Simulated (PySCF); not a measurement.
CH4AlO, multiplicity 2. Atoms are numbered in the order given.

```xyz
7

Al     0.5727    -0.1253     0.0000
C     -0.3060     1.6324     0.0000
H     -0.9461     1.7121     0.8844
H     -0.9461     1.7121    -0.8844
H      0.3987     2.4650     0.0000
O     -0.4903    -1.4607     0.0000
H     -0.1931    -2.3693     0.0000
```
Charge 0, spin multiplicity 2.

Geometry: PBE0-D3(BJ)/def2-TZVP. The spin state was assumed, not searched. The isomer is the one that the SMILES or the coordinates give; other isomers of the formula were not compared. The values are those of a single conformer.

Calculation: IEF-PCM-M06-2X/def2-SVP (PySCF).

The values are the electrostatic part of the solvation free energy, E(continuum) − E(gas) at the gas-phase geometry, in a cavity of scaled van der Waals radii (PySCF's table); cavitation and dispersion terms are not included. A continuum can't describe solvent molecules that bind to the metal. The dipole moment in vacuum is 1.15 D.

```csv
solvent,ε,ΔG(elec) (kcal/mol),dipole (D)
water,78.36,-4.7,1.58
tetrahydrofuran,7.43,-3.8,1.48
dichloromethane,8.93,-4.0,1.50
```
